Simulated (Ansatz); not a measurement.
`BCCBO`, relaxed with RKS PBE-D4/def2-SVP in Ansatz from a rough embedded geometry. The force threshold is 0.03 eV/Å; the program also tests the step.

Total charge 0; spin multiplicity 1.

Start:

```xyz
13

B    -0.180    2.123   -0.505
C    -0.058    0.847    0.395
C     0.300   -0.336   -0.458
B     0.416   -1.736    0.351
O    -0.686   -2.211    1.161
H    -0.063    2.164   -1.647
H    -0.491    3.175    0.039
H    -1.056    0.639    0.897
H     0.730    1.035    1.111
H    -0.495   -0.520   -1.265
H     1.266   -0.154   -1.026
H     1.476   -2.256    0.391
H    -1.159   -2.771    0.556
```

**Question.** How much energy does the relaxation release, and in how many steps? (An estimate is asked.)

**Answer.** Ansatz gave: 27.63 kcal/mol, in 22 steps, 1 of them rejected.

**Question.** Which bonds change most? (Best estimate.)

**Answer.** The calculation gave: B4–O5 from 1.448 to 1.362 Å; B1–H6 from 1.149 to 1.221 Å; C2–H9 from 1.082 to 1.128 Å; B4–H12 from 1.182 to 1.224 Å.

**Question.** Give the relaxed structure. (An estimate is asked.)

**Answer.** Ansatz gave: 
```xyz
13

B    -0.094    2.221   -0.484
C    -0.056    0.899    0.336
C    -0.044   -0.462   -0.392
B     0.394   -1.685    0.508
O    -0.237   -2.892    0.523
H     0.227    2.242   -1.662
H    -0.365    3.277    0.064
H    -0.774    0.913    1.186
H     0.930    1.055    0.861
H    -1.028   -0.637   -0.885
H     0.692   -0.411   -1.231
H     1.368   -1.613    1.246
H    -1.014   -2.907   -0.070
```
